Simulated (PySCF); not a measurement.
Molecular orbitals of LiTl

r²SCAN at R = 3.031 Å; basis Li aug-cc-pVDZ, Tl aug-cc-pVDZ-PP with ECP60; scalar-relativistic core potentials; PySCF 2.14. State: ¹Σ⁺ (singlet), closed shell. Only the outer orbitals are listed, counted within each symmetry, core potentials removing the inner ones.

```json
{"orbital": "3σ", "occ.": "2", "ε (eV)": "-52.10", "on Li (%)": "100", "main shells (%)": "100 Li s"}
{"orbital": "1δ", "occ.": "2", "ε (eV)": "-15.95", "on Li (%)": "0", "main shells (%)": "100 Tl d"}
{"orbital": "1δ", "occ.": "2", "ε (eV)": "-15.95", "on Li (%)": "0", "main shells (%)": "100 Tl d"}
{"orbital": "2π", "occ.": "2", "ε (eV)": "-15.64", "on Li (%)": "0", "main shells (%)": "100 Tl d"}
{"orbital": "2π", "occ.": "2", "ε (eV)": "-15.64", "on Li (%)": "0", "main shells (%)": "100 Tl d"}
{"orbital": "4σ", "occ.": "2", "ε (eV)": "-15.55", "on Li (%)": "0", "main shells (%)": "100 Tl d"}
{"orbital": "5σ", "occ.": "2", "ε (eV)": "-9.45", "on Li (%)": "7", "main shells (%)": "93 Tl s"}
{"orbital": "6σ", "occ.": "2", "ε (eV)": "-3.02", "on Li (%)": "52", "main shells (%)": "50 Li s, 49 Tl p"}
{"orbital": "3π", "occ.": "0", "ε (eV)": "-2.11", "on Li (%)": "17", "main shells (%)": "83 Tl p, 16 Li p"}
{"orbital": "3π", "occ.": "0", "ε (eV)": "-2.11", "on Li (%)": "17", "main shells (%)": "83 Tl p, 16 Li p"}
{"orbital": "7σ", "occ.": "0", "ε (eV)": "-1.46", "on Li (%)": "72", "main shells (%)": "38 Li s, 34 Li p, 20 Tl p"}
```

Q: Which are the highest filled and the lowest empty level, where do they sit, and how wide is the gap?

A: Highest filled 6σ at -3.02 eV (in %: 50 Li s, 49 Tl p); lowest empty 3π at -2.11 eV (in %: 83 Tl p, 16 Li p); the gap at r²SCAN is 0.91 eV.

```json
{
  "bond order (Mayer)": "1.07",
  "⟨S²⟩": "0.000",
  "charge on Li (Mulliken, basis-dependent)": "-0.18",
  "charge on Li (Löwdin, basis-dependent)": "0.10",
  "dipole moment (positive dipole means Li(−)Tl(+))": "-1.43 D"
}
```

Closed-shell solutions of metal pairs were not tested for spin polarisation, which can lower them a little. Spin–orbit coupling is left out, which matters for elements this heavy, above all for dissociation energies.
